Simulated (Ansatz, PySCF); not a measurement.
Input for Ansatz (a quantum-chemistry and plane-wave program):
Ansatz 0.2 input:
```yaml
crystal:
  periodic: [false, false, false]
  atoms:
    - {symbol: C, position_ang: [0.94016925, 0.39805364, 0.93756297]}
    - {symbol: C, position_ang: [0.99930330, -0.74626934, -0.09591889]}
    - {symbol: Si, position_ang: [-0.77881964, -0.36144439, -0.68319456]}
    - {symbol: C, position_ang: [-0.38448642, 1.07057269, 0.52035540]}
    - {symbol: H, position_ang: [1.79758492, 1.06860867, 0.88594702]}
    - {symbol: H, position_ang: [0.88094386, 0.00849054, 1.95305098]}
    - {symbol: H, position_ang: [1.76805182, -0.57948533, -0.84803349]}
    - {symbol: H, position_ang: [1.18886207, -1.72221791, 0.34515954]}
    - {symbol: H, position_ang: [-1.81068026, -1.29894242, -0.23630310]}
    - {symbol: H, position_ang: [-0.96271943, -0.02265274, -2.09491916]}
    - {symbol: H, position_ang: [-0.22126520, 2.03238174, 0.03791393]}
    - {symbol: H, position_ang: [-1.06721963, 1.23989694, 1.34991129]}
basis:
  gaussian:
    orbitals: STO-3G
magnetization: {spin_polarized: false}
correlation: {method: ccsd_t, electrons: outside_noble_gas}
accuracy: high
```

Question: Write the same job for PySCF.

Answer: One answer among several that fit: 
```python
from pyscf import gto, scf, cc

mol = gto.Mole()
mol.atom = '''
    C     0.94016925    0.39805364    0.93756297
    C     0.99930330   -0.74626934   -0.09591889
    Si   -0.77881964   -0.36144439   -0.68319456
    C    -0.38448642    1.07057269    0.52035540
    H     1.79758492    1.06860867    0.88594702
    H     0.88094386    0.00849054    1.95305098
    H     1.76805182   -0.57948533   -0.84803349
    H     1.18886207   -1.72221791    0.34515954
    H    -1.81068026   -1.29894242   -0.23630310
    H    -0.96271943   -0.02265274   -2.09491916
    H    -0.22126520    2.03238174    0.03791393
    H    -1.06721963    1.23989694    1.34991129
'''
mol.basis = 'sto-3g'
mol.verbose = 4
mol.build()

mf = scf.RHF(mol)
mf.kernel()

mycc = cc.CCSD(mf, frozen=8)
mycc.kernel()
et = mycc.ccsd_t()
print('E(CCSD(T)) = %.10f' % (mycc.e_tot + et))
```

Both were run: Ansatz gave -402.742271 Eh and PySCF -402.742271 Eh, 0.000 mEh apart.
